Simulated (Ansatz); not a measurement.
Start from `BNBN[SiH3]` and change one atom or group to get `OBN[SiH3]`.

Ansatz, PBE0-D4/def2-TZVP geometries, multiplicity 1. Each molecule was computed in one conformer, which needn't be the lowest.

| property | `BNBN[SiH3]` |
| --- | --- |
| LUMO energy (PBE/def2-TZVPP) / eV | -1.67 |
| HOMO energy (B3LYP/def2-TZVPP) / eV | -7.71 |
| LUMO energy (ωB97M-V/def2-TZVPP) / eV | 1.22 |
| HOMO energy (PBE0/def2-TZVPP) / eV | -7.95 |
| size of the dipole moment (B3LYP/def2-TZVPP) / D | 1.25 |
| HOMO energy (ωB97M-V/def2-TZVPP) / eV | -10.23 |

**Question.** Give the same properties after the change, and the shifts. (An estimate is asked.)

**Answer.** The calculation gave: 
| property | `OBN[SiH3]` | shift |
| --- | --- | --- |
| LUMO energy (PBE/def2-TZVPP) / eV | -0.31 | 1.36 |
| HOMO energy (B3LYP/def2-TZVPP) / eV | -7.62 | 0.09 |
| LUMO energy (ωB97M-V/def2-TZVPP) / eV | 1.98 | 0.76 |
| HOMO energy (PBE0/def2-TZVPP) / eV | -7.85 | 0.10 |
| size of the dipole moment (B3LYP/def2-TZVPP) / D | 1.31 | 0.06 |
| HOMO energy (ωB97M-V/def2-TZVPP) / eV | -10.16 | 0.07 |

With PBE0 the HOMO rises by 0.10 eV and the LUMO rises by 1.22 eV, so the gap widens by about 1.12 eV. PBE moves the HOMO by 0.20 eV and ωB97M-V by 0.07 eV. Dipoles are sizes alone; their direction can turn.

B3LYP here is the variant with VWN-RPA as its local correlation; programs differ in this.
